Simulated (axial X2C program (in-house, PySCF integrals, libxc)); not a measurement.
HCeH: the levels of the configuration f2 s0 d(πδ)0

Computed with an axial X2C code built on PySCF integrals: two-component X2C with atomic mean-field Coulomb and Gaunt terms, basis H dyall-v3z, Ce dyall-v3z (cores contracted in-house). Orbitals come from Hartree–Fock averaged over the configuration Ce f2 s0 d(πδ)0; CI then distributes these electrons over the f, s, d(πδ) shells of Ce.

H–Ce–H held linear, both bonds 2.373 Å (near the minimum of the configuration average).

Lowest levels of this model:

```json
{"Ω": "4", "energy (cm⁻¹)": "0", "g∥": "6.18", "configuration": "100% f2"}
{"Ω": "3", "energy (cm⁻¹)": "900", "g∥": "4.37", "configuration": "100% f2"}
{"Ω": "5", "energy (cm⁻¹)": "1331", "g∥": "10.15", "configuration": "100% f2"}
{"Ω": "2", "energy (cm⁻¹)": "1610", "g∥": "2.99", "configuration": "100% f2"}
{"Ω": "1", "energy (cm⁻¹)": "1763", "g∥": "1.57", "configuration": "100% f2"}
{"Ω": "0", "energy (cm⁻¹)": "1780", "g∥": "0.00", "configuration": "100% f2"}
{"Ω": "4", "energy (cm⁻¹)": "2141", "g∥": "8.15", "configuration": "100% f2"}
{"Ω": "6", "energy (cm⁻¹)": "2718", "g∥": "14.00", "configuration": "100% f2"}
{"Ω": "3", "energy (cm⁻¹)": "2796", "g∥": "6.41", "configuration": "100% f2"}
{"Ω": "2", "energy (cm⁻¹)": "3040", "g∥": "4.28", "configuration": "100% f2"}
{"Ω": "1", "energy (cm⁻¹)": "3127", "g∥": "2.10", "configuration": "100% f2"}
{"Ω": "0", "energy (cm⁻¹)": "3142", "g∥": "0.00", "configuration": "100% f2"}
{"Ω": "5", "energy (cm⁻¹)": "3447", "g∥": "11.85", "configuration": "100% f2"}
{"Ω": "4", "energy (cm⁻¹)": "4173", "g∥": "9.69", "configuration": "100% f2"}
{"Ω": "3", "energy (cm⁻¹)": "4454", "g∥": "7.24", "configuration": "100% f2"}
{"Ω": "2", "energy (cm⁻¹)": "4552", "g∥": "4.74", "configuration": "100% f2"}
{"Ω": "1", "energy (cm⁻¹)": "4577", "g∥": "2.34", "configuration": "100% f2"}
{"Ω": "0", "energy (cm⁻¹)": "4580", "g∥": "0.00", "configuration": "100% f2"}
{"Ω": "0", "energy (cm⁻¹)": "6574", "g∥": "0.00", "configuration": "100% f2"}
{"Ω": "1", "energy (cm⁻¹)": "6730", "g∥": "2.09", "configuration": "100% f2"}
{"Ω": "2", "energy (cm⁻¹)": "6897", "g∥": "2.81", "configuration": "100% f2"}
{"Ω": "4", "energy (cm⁻¹)": "7237", "g∥": "8.55", "configuration": "100% f2"}
{"Ω": "1", "energy (cm⁻¹)": "7502", "g∥": "2.49", "configuration": "100% f2"}
{"Ω": "2", "energy (cm⁻¹)": "7541", "g∥": "4.96", "configuration": "100% f2"}
{"Ω": "0", "energy (cm⁻¹)": "7565", "g∥": "0.00", "configuration": "100% f2"}
{"Ω": "3", "energy (cm⁻¹)": "7620", "g∥": "6.72", "configuration": "100% f2"}
{"Ω": "0", "energy (cm⁻¹)": "7705", "g∥": "0.00", "configuration": "100% f2"}
{"Ω": "3", "energy (cm⁻¹)": "7762", "g∥": "6.30", "configuration": "100% f2"}
{"Ω": "1", "energy (cm⁻¹)": "7798", "g∥": "1.29", "configuration": "100% f2"}
{"Ω": "2", "energy (cm⁻¹)": "7826", "g∥": "3.70", "configuration": "100% f2"}
```

g∥ is the magnitude of 2⟨Lz + ge Sz⟩ for the +Ω component.

(1) From Ω and g∥ of the lowest level, whose 2⟨Lz + ge Sz⟩ is positive, find ⟨Sz⟩ and ⟨Lz⟩ (ge = 2.0023).

Occupations of the active spinors in the lowest level by ω, shell by shell in order of energy: -7/2: 0.00; -5/2: 0.00 0.00 0.00; -3/2: 0.00 0.00 0.00 0.00; -1/2: 0.00 0.00 0.00 0.00; 1/2: 0.01 0.01 0.00 0.00; 3/2: 0.98 0.00 0.00 0.00; 5/2: 0.98 0.00 0.00; 7/2: 0.02. The leading determinant has weight 0.98 among 16.

This point took 2.2 s on 1 thread of AMD EPYC 7R43 64-Core Processor (Zen 3), with other jobs on the host.

There is no dynamic correlation: spin–orbit spacings and, for f shells, spacings inside one term are the most reliable numbers, splittings between terms come out too wide, and energies between configurations are not reliable, so the lowest level need not be the ground state of the molecule. At most 6 roots were kept for each Ω > 0 (twice that for Ω = 0) within 2.2 eV of the lowest, so higher up levels can be missing between those listed; levels with Ω > 0 are doubly degenerate and listed once, Ω = 0 levels singly. States that fill the shells left empty in the average are placed too high. The molecule was held linear; bending was not examined.

## Answers

(1) Ω = ⟨Lz⟩ + ⟨Sz⟩ = 4 and ⟨Lz⟩ + ge⟨Sz⟩ = 3.090, so ⟨Sz⟩ = -0.91 and ⟨Lz⟩ = 4.91.
